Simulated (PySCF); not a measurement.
One of the candidates below gave these computed data.

All candidates are C6H14OSi2.

- 13C NMR: chemical shifts (computed TMS as zero) by class: 146.3 (1 C), 141.9 (1 C), 60.6 (1 C), 20.7 (1 C), 6.1 (2 C) ppm [GIAO PBE0/pcSseg-1]
- Dipole: 1.53 D [PBE0/pcSseg-1]
- Rotational structure: rotational constants A, B, C: 1.472, 0.805, 0.604 GHz [GFN2-xTB]
- 1H NMR: chemical shifts (computed TMS as zero) by class: 6.72 (1 H), 6.60 (1 H), 6.01 (1 H), 4.67 (1 H), 4.55 (1 H), 3.99 (2 H), 1.37 (3 H), 0.86 (2 H), 0.53 (2 H) ppm [GIAO PBE0/pcSseg-1]
- NMR, other nuclei: isotropic shieldings of nuclei other than C and H, by class: 277 (1 O), 348 (1 Si), 400 (1 Si) ppm [GIAO PBE0/pcSseg-1]

The electronic properties come from PySCF, for the isolated species, density fitting. Levels stand in brackets. The structure is a single GFN2-xTB conformer in the gas phase; no vibrational or solvent corrections. Each NMR value is the plain mean over a class of atoms that symmetry, rotation or inversion makes alike.

Question: Which candidate is it?
A. `OCC[C@@H]1C[SiH2]C=C1[SiH3]`
B. `C[C@@H]1CC[C@H]2[SiH2]O[SiH2][C@@H]12`
C. `C=C[Si]1(OCC)C[SiH2]C1`
D. `C=C1[SiH2][C@H]1O[Si](C)(C)C`

Answer: C. It is `C=C[Si]1(OCC)C[SiH2]C1`. Numbering: `[CH2:1]=[CH:2][Si:3]1([O:4][CH2:5][CH3:6])[CH2:7][SiH2:8][CH2:9]1`. Its formula, C6H14OSi2, gives 2 degrees of unsaturation: 1 ring and 1 π bond in the structure found. 6 carbons fall into 5 classes; from least to most shielded: alkene CH carbon [C2] (146.3 ppm), terminal =CH2 carbon [C1] (141.9 ppm), chain sp3 carbon bound to oxygen [C5] (60.6 ppm), methyl carbon [C6] (20.7 ppm), ring sp3 carbon bound to silicon [C7/C9] (6.1 ppm, 2 C). Hydrogen classes from least to most shielded: 1 H on an alkene CH carbon, C2 (6.72 ppm), 1 H on a terminal =CH2 carbon, C1 (6.60 ppm), 1 H on a terminal =CH2 carbon, C1 (6.01 ppm), 1 H on an SiH2 silicon, Si8 (4.67 ppm), 1 H on an SiH2 silicon, Si8 (4.55 ppm), 2 H on an sp3 carbon bound to oxygen, C5 (3.99 ppm), 3 H on a methyl carbon, C6 (1.37 ppm, a mean of values up to 0.6 ppm apart in this geometry), 2 H on 2 like atoms (sp3 carbon bound to silicon), C7/C9 (0.86 ppm), 2 H on 2 like atoms (sp3 carbon bound to silicon), C7/C9 (0.53 ppm). The other shieldings belong to: 277 ppm, silyl ether oxygen [O4]; 348 ppm, oxygen-bound silicon [Si3]; 400 ppm, SiH2 silicon [Si8]. The optimised geometry has point group C1 and is an asymmetric top.

The others, at the same levels:
- `OCC[C@@H]1C[SiH2]C=C1[SiH3]` fails: it has 6 carbon classes against 5; its computed 13C shifts are 175.9 (1 C), 149.1 (1 C), 62.4 (1 C), 54.2 (1 C), 43.2 (1 C), 15.0 (1 C) ppm, 1H shifts are 6.70 (1 H), 4.67 (1 H), 4.65 (1 H), 4.27 (3 H), 3.74 (1 H), 3.59 (1 H), 3.47 (1 H), 2.02 (1 H), 1.53 (1 H), 1.40 (1 H), 0.66 (1 H), -0.28 (1 H) ppm and rotational constant A is 1.103 GHz (against 1.472 GHz).
- `C[C@@H]1CC[C@H]2[SiH2]O[SiH2][C@@H]12` fails: it has 6 carbon classes against 5; its computed 13C shifts are 44.6 (1 C), 44.3 (1 C), 39.7 (1 C), 36.0 (1 C), 32.6 (1 C), 23.2 (1 C) ppm, 1H shifts are 5.30 (1 H), 5.24 (1 H), 5.04 (1 H), 5.01 (1 H), 2.03 (1 H), 2.02 (1 H), 1.99 (1 H), 1.81 (1 H), 1.52 (1 H), 1.44 (1 H), 1.21 (1 H), 1.11 (3 H) ppm and rotational constant A is 1.850 GHz (against 1.472 GHz).
- `C=C1[SiH2][C@H]1O[Si](C)(C)C` fails: it has 4 carbon classes against 5; its computed 13C shifts are 149.6 (1 C), 136.8 (1 C), 54.1 (1 C), 1.2 (3 C) ppm, 1H shifts are 6.90 (1 H), 6.73 (1 H), 4.28 (1 H), 3.44 (1 H), 3.36 (1 H), 0.10 (9 H) ppm and rotational constant A is 1.817 GHz (against 1.472 GHz).

Each candidate is one conformer, not necessarily the lowest. Dipoles, sizes and rotational constants follow the conformer. The torsions of the flexible species, by atom-mapped SMILES:
- `[CH2:1]=[CH:2][Si:3]1([O:4][CH2:5][CH3:6])[CH2:7][SiH2:8][CH2:9]1`: C1–C2–Si3–O4 -172°, C2–Si3–O4–C5 -63°, Si3–O4–C5–C6 -162°
- `[CH2:1]=[C:2]1[SiH2:3][C@H:4]1[O:5][Si:6]([CH3:7])([CH3:8])[CH3:9]`: Si3–C4–O5–Si6 174°, C4–O5–Si6–C7 169°

The conformers of `OCC[C@@H]1C[SiH2]C=C1[SiH3]` and `C[C@@H]1CC[C@H]2[SiH2]O[SiH2][C@@H]12` aren't listed.
